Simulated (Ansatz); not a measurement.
Start from `BC(C)B[SiH3]` and change one atom or group to get `BC(C)C`.

Ansatz, PBE0-D4/def2-TZVP geometries, multiplicity 1. Each molecule was computed in one conformer, which needn't be the lowest.

```json
{"property": "HOMO energy (PBE0/def2-TZVPP) / eV", "`BC(C)B[SiH3]`": "-7.96"}
{"property": "HOMO–LUMO gap (PBE0/def2-TZVPP) / eV", "`BC(C)B[SiH3]`": "5.93"}
{"property": "size of the dipole moment (PBE/def2-TZVPP) / D", "`BC(C)B[SiH3]`": "1.45"}
{"property": "size of the dipole moment (B3LYP/def2-TZVPP) / D", "`BC(C)B[SiH3]`": "1.38"}
{"property": "size of the dipole moment (ωB97M-V/def2-TZVPP) / D", "`BC(C)B[SiH3]`": "1.38"}
{"property": "HOMO–LUMO gap (ωB97M-V/def2-TZVPP) / eV", "`BC(C)B[SiH3]`": "10.02"}
```

Give the same properties after the change, and the shifts. (Best estimate.)

Ansatz gave: 
| property | `BC(C)C` | shift |
| --- | --- | --- |
| HOMO energy (PBE0/def2-TZVPP) / eV | -8.34 | -0.38 |
| HOMO–LUMO gap (PBE0/def2-TZVPP) / eV | 7.15 | 1.22 |
| size of the dipole moment (PBE/def2-TZVPP) / D | 0.75 | -0.70 |
| size of the dipole moment (B3LYP/def2-TZVPP) / D | 0.65 | -0.73 |
| size of the dipole moment (ωB97M-V/def2-TZVPP) / D | 0.66 | -0.72 |
| HOMO–LUMO gap (ωB97M-V/def2-TZVPP) / eV | 11.32 | 1.30 |

With PBE0 the HOMO falls by 0.38 eV and the LUMO rises by 0.84 eV, so the gap widens by about 1.22 eV. PBE moves the HOMO by -0.26 eV and ωB97M-V by -0.52 eV. Dipoles are sizes alone; their direction can turn.

B3LYP here is the variant with VWN-RPA as its local correlation; programs differ in this.
